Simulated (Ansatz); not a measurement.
`C=[CH][InH][CH3]` → `C=[CH][InH2]` + `[CH2]` (triplet)  (formal loss of a carbene)

Gas-phase electronic energies from Ansatz, PBE0-D4/def2-TZVP geometries. CBS: MP2 limit from def2 TZ/QZ plus the TZ coupled-cluster correction, frozen cores. This one scheme is used for every species. Functionals use def2-TZVPP. B3LYP here is the variant with VWN-RPA as its local correlation; programs differ in this. Triplets are unrestricted, without spin–orbit coupling. Elements past krypton have def2 core potentials. For In outer-core shells are correlated without core-valence functions, which leaves a few kJ/mol of doubt a bond. One conformer a species, not always the lowest.

```json
{"level": "B3LYP-D4", "ΔE (eV)": "4.65"}
{"level": "CCSD/CBS(def2)", "ΔE (eV)": "4.67"}
```

Q: What does CCSD(T)/CBS give? (Estimate.)

A: Computed: +4.80 eV. The listed levels differ from it by -0.15, -0.13 eV.

Q: What do rigid-rotor, harmonic-oscillator terms from PBE0-D4/def2-TZVP frequencies (298.15 K, 1 bar) make of the CCSD(T)/CBS value? (Best estimate.)

A: Computed: ΔZPE = -0.33 eV, ΔH = +4.51 eV, ΔS = 134 J/(mol·K), ΔG = +4.10 eV. Open shells count their whole term as degenerate. Modes under 50 cm⁻¹ make the entropy rough.

Largest T1 diagnostic among the species: 0.013.

Leaving LDA and LC-ωPBE aside and taking each functional with its dispersion term where it has one, the values, not all of them listed here, spread over 0.37 eV, from r2SCAN0-D4 to ωB97X-V. LDA lies +0.67 eV from PBE without D4. The D4 term adds +0.08 eV with B3LYP and +0.04 eV with PBE0; it sums over pairs of atoms, weighted by their polarisabilities, and B3LYP, whose exchange is more repulsive, gets the larger term.

CCSD(T)/CBS has its own doubt, a few kJ/mol and more with outer-core shells, so smaller differences from it don't rank the levels.
